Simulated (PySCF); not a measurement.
C2H8AlNS, SMILES C[N](C)[AlH][SH].

Geometry optimised at ωB97X-D3(BJ)/def2-SVP. The structure was generated by enumeration; whether it is a known compound was not checked. The values are those of a single conformer.

Two levels are set side by side: PBE/def2-TZVP (PySCF) and r2SCAN/def2-TZVP (PySCF). Same geometry, gas phase. Differences are taken from unrounded values.

```tsv
quantity	r2SCAN	PBE	PBE minus r2SCAN
orbital gap (eV)	4.60	4.08	-0.52
highest occupied level (eV)	-5.45	-5.23	0.22
lowest empty level (eV)	-0.85	-1.16	-0.30
dipole moment (D)	1.19	1.17	-0.03
mean polarisability (bohr³)	81.6	84.3	2.7
```

Rough cost on one machine, each run with all the roots and properties that it gave: r2SCAN against PBE about 4 times.
